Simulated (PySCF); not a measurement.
GaFClBr, SMILES [Ga]([Br])([F])[Cl]. Geometry optimised at PBE0-D3(BJ)/def2-SVP. The structure was generated by enumeration; whether it is a known compound was not checked.

### Question
Give the equilibrium geometry at PBE0-D3(BJ)/def2-SVP (PySCF confirms it by a frequency run) as bond lengths and angles, and its point group. (The exact figures need the calculation; the answer reports its results.)

### Answer
point group Cs.
Atoms: Ga1 F2 Cl3 Br4. Bonds (Å): Ga1–F2 1.737, Ga1–Cl3 2.117, Ga1–Br4 2.249. Bond angles (°): F2–Ga1–Cl3 117.5, F2–Ga1–Br4 119.0, Cl3–Ga1–Br4 123.5.
Charge 0, spin multiplicity 1.
